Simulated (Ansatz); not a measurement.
Reaction: BNH2Br (SMILES Br[B]N, doublet) → BNH2Br (SMILES BrB[NH], doublet)
Each species at its own B3LYP-D3(BJ)/def2-TZVP minimum (Ansatz, a first-principles code), one conformer.

Quantity: isomerisation energy (electronic), in kcal/mol. Open shells are spin-unrestricted; no spin-orbit coupling. Correlated methods leave the cores frozen (noble-gas shells, and filled d and f shells in the p block). No relativity. CBS(X,Y): correlation extrapolated as X^-3, Hartree-Fock from the larger set. A bracket is a step between two methods taken in the basis named. Double hybrids freeze cores in their MP2 part. Spin-orbit terms, left out, reach several kcal/mol for Br and I, and more for heavier atoms.

CCSD(T)/CBS(cc-pVTZ,cc-pVQZ) + [CCSDT(Q) - CCSD(T)]/cc-pVDZ (Ansatz) gives 14.5 kcal/mol.

Task: How far off this value is PBE/def2-TZVPD (Ansatz), in which direction, and how far these levels: r2SCAN/def2-TZVPD, B2PLYP/def2-TZVPD, CCSD(T)/CBS(cc-pVTZ,cc-pVQZ)?

Result: PBE gives 13.2 kcal/mol, 1.3 kcal/mol below it. Differences of the others: r2SCAN/def2-TZVPD (Ansatz) -1.5; B2PLYP/def2-TZVPD (Ansatz) -1.5; CCSD(T)/CBS(cc-pVTZ,cc-pVQZ) (Ansatz) 0.2 kcal/mol.
